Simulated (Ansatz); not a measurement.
`[NH]=[Ta]([F])([F])[F]`, charge 0, multiplicity 1.

(1) Give a relaxed structure at PBE0-D4/def2-TZVP (Ansatz 0.2.0). (An estimate is asked.)

## Answers

(1) Ansatz gave: 
```xyz
6

N     0.9023   -0.6457   -0.6692
Ta   -0.3177    0.2276    0.2354
F     0.1197    2.0504    0.2096
F    -1.9796   -0.0623   -0.5822
F    -0.3274   -0.4221    1.9938
H     1.6026   -1.1479   -1.1874
```
Point group C3v.
